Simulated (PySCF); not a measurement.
Se(Cl)(OH) (ClHOSe), SMILES O[Se]Cl. Geometry optimised at TPSSh-D3(BJ)/def2-TZVP. One conformer was computed; it need not be the lowest.

The numbers are results of PySCF 2.14.0 with TPSSh-D3(BJ)/def2-TZVP, not measurements.

Harmonic wavenumbers (cm⁻¹): 210, 395, 478, 678, 1111, 3736. Rotational constants (GHz): 12.81, 3.593, 2.831; symmetry number 1.

Question: Work out the zero-point energy and the ideal-gas rigid-rotor harmonic-oscillator thermochemistry at 298.15 K and 1 atm.

Answer: ZPE = ½ Σ hcν = ½ × 6608 cm⁻¹ = 39.53 kJ/mol. H − E(el) = 52.71 kJ/mol. Entropy in J/(mol K): translation 169.59, rotation 105.92, vibration 17.30, total 292.81. G − E(el) = -34.59 kJ/mol. Cp = 57.30 J/(mol K).
